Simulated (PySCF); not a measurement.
# PBE0 on Pb²⁺ (lead, charge +2)

Configuration: [Xe] 4f14 5d10 6s1 6p1, 6s spin antiparallel (an excited configuration). Calculation: PySCF 2.14, in cc-pV5Z-PP with ECP60MDF (7s7p5d3f2g1h, 103 functions); a scalar-relativistic core potential.

```
Total energy                                                  : -191.7047 hartree
One-electron energy                                           : -321.1769 hartree
Hartree (Coulomb) energy                                      : 144.9599 hartree
Exchange-correlation energy                                   : -15.4876 hartree
⟨S²⟩                                                          : 1.0002
⟨L²⟩                                                          : 2.005
Sum of ⟨r⟩                                                    : 25.75 bohr
Sum of ⟨r²⟩                                                   : 41.46 bohr²
Traceless quadrupole moment −½Σ⟨3z² − r²⟩ along its main axis : -3.40 e·bohr²
```

```tsv
shell	electrons	mean orbital energy (hartree)	spread (hartree)	rms radius, mean of both spins (bohr)
5s β	1	-6.23223	0	0.918
5s α	1	-6.22826	0	0.918
5p β	3	-4.05591	0.01998	1.05
5p α	3	-4.05312	0.01314	1.05
5d β	5	-1.54126	0.02480	1.39
5d α	5	-1.53345	0.01528	1.39
6s β	1	-1.08618	0	2.29
6p α	1	-0.69680	0	2.95
```

Energies and moments cover only the electrons outside the core potential. Spin-orbit coupling, absent here, splits the open shell strongly. With the s spin flipped the determinant is a mixture of two multiplicities, not a spectroscopic state.
